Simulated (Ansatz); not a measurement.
TiI2, SMILES [I][Ti][I] (connectivity only; charge and spin as stated), neutral, multiplicity 3.

The structure is a stationary point at B3LYP-D3(BJ)/def2-SVP. The spin state was assumed, not searched. The def2 effective core potentials stand for the cores of I; spin–orbit coupling is left out.

Two levels are set side by side: PBE/def2-SVPD (Ansatz, a first-principles code) and CAM-B3LYP/def2-SVPD (Ansatz). Energy differences of separate SCF runs at the same geometry; the states with an electron removed or added have multiplicity 2 and 4. Differences are taken from unrounded values.

```
quantity                         CAM-B3LYP   PBE  PBE minus CAM-B3LYP
-------------------------------  ---------  ----  -------------------
vertical ionisation energy (eV)       8.56  7.68                -0.88
vertical electron affinity (eV)       1.63  1.51                -0.12
```
